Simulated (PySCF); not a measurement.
Radial density of W (tungsten, neutral)

BHandHLYP, [Xe] 4f14 5d4 6s2, high-spin 5D determinant. Calculation: PySCF 2.14, in x2c-TZVPPall with one added diffuse shell each of s, p, d, f type (12s8p8d4f1g, 113 functions); scalar relativity by spin-free X2C-1e.

```tsv
r (bohr)	4πr²ρ (e/bohr)	4πr²(ρα − ρβ)
0.0139	102.0	-0.0010
0.0234	88.87	-0.0016
0.0393	115.9	0.0093
0.0661	130.9	0.0825
0.111	105.8	0.1866
0.187	114.2	0.0008
0.314	64.12	0.2181
0.529	62.80	0.0758
0.890	20.38	0.6950
1.50	8.087	2.3585
2.52	2.085	1.1384
4.23	0.5212	0.1338
7.12	0.02284	-0.0043
12.0	5.948e-05	0.0000
```

Densities and radii are taken from the X2C orbitals without a picture-change correction, which distorts them close to the nucleus.

Spin-orbit coupling, absent here, splits the open shell strongly.

Where is the radial spin density 4πr²(ρα − ρβ) most negative, and why is it negative at all?

Around r = 7.12 bohr, down to -0.0043 e/bohr: exchange with the open shell polarises the paired shells in an unrestricted calculation.
